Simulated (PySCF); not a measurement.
Vertical excitations of a molecule C₂H₁₀Si₄ from TDA-LC-ωPBE/def2-SVPD (PySCF), as energy in eV (oscillator strength): 5.87 (0.031), 6.09 (0.003), 6.31 (0.007), 6.65 (0.019), 6.87 (0.033), 7.07 (0.321). Lowest triplet (TDA): 3.99 eV. The structure is a stationary point at B3LYP-D3(BJ)/def2-SVP. The values are those of a single conformer.

### Question
Which molecule gave these data?
A. [SiH3]C1=C[SiH2][SiH2][SiH2]1
B. [SiH3][SiH]1[SiH2]C=C[SiH2]1
C. [SiH3][SiH2][Si@@H]1C=C[SiH2]1
D. C#C[SiH2][SiH2][SiH2][SiH3]

### Answer
C, [SiH3][SiH2][Si@@H]1C=C[SiH2]1
